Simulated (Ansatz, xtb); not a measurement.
C2H4ClFSi: which of two conformers lies lower

Structure a is `C=C[Si@H](F)Cl`, a singlet and structure b is `C=C[Si@H](F)Cl`, a singlet. Both are isolated molecules in the gas phase, relaxed with PBE0-D3(BJ)/def2-SVP.

a (Å):

```tsv
atom	x (Å)	y (Å)	z (Å)
C	-0.1922	-0.0534	-1.1085
C	-0.2872	0.9739	-1.9609
Cl	0.2323	-3.1953	-1.5794
F	1.9440	-0.9925	-2.6545
Si	1.1045	-1.3508	-1.3142
H	-0.9021	-0.1285	-0.2752
H	-1.0541	1.7485	-1.8531
H	0.3995	1.0794	-2.8076
H	2.0657	-1.4648	-0.1919
```

b (Å):

```xyz
9

C     0.6221    1.2391   -1.1255
C     1.9035    1.4993   -0.8442
Cl   -0.1043    3.5612    0.9463
F    -1.6773    2.8586   -1.4907
Si   -0.8032    2.1185   -0.3443
H     0.3911    0.4555   -1.8599
H     2.1846    2.2718   -0.1202
H     2.7235    0.9549   -1.3246
H    -1.7352    1.2317    0.3914
```

Problem. Estimate which is lower in electronic energy at CCSD(T)/def2-SVP + ΔMP2/def2-TZVPP, and by roughly how much.

Solution. Too close to call at this level: CCSD(T)/def2-SVP + ΔMP2/def2-TZVPP gives E(b) − E(a) = −0.008 eV.

Level by level:

```tsv
level	geometry	E(b) − E(a) (eV)	departure from the last row (eV)	job, with rough time for the two
PBE0-D3(BJ)/def2-SVP	PBE0-D3(BJ)/def2-SVP	−0.007	+0.001	optimisation, 29 s
HF/def2-SVP	PBE0-D3(BJ)/def2-SVP	+0.009	+0.017	part of the CCSD(T) run
MP2/def2-SVP	PBE0-D3(BJ)/def2-SVP	−0.006	+0.003	part of the CCSD(T) run
CCSD(T)/def2-SVP	PBE0-D3(BJ)/def2-SVP	−0.005	+0.003	single point
CCSD(T)/def2-SVP + ΔMP2/def2-TZVPP	PBE0-D3(BJ)/def2-SVP	−0.008		single point, 17 s
```

The largest departure from CCSD(T)/def2-SVP + ΔMP2/def2-TZVPP is that of HF/def2-SVP, 0.017 eV. Levels run at GFN2-xTB geometries aren't shown. The last row adds to CCSD(T) the change of the MP2 difference between the two basis sets, here −0.003 eV.

With harmonic frequencies from PBE0-D3(BJ)/def2-SVP (ideal gas, rigid rotor, one conformer each, 298.15 K, 1 atm): the zero-point term adds 0.000 eV; ΔH is −0.008 and ΔG −0.006 eV.

The correlated steps freeze 13 core orbitals. Codes used: Ansatz 0.2.0; the last row on 2 threads of Arm Neoverse V2 on a shared host.
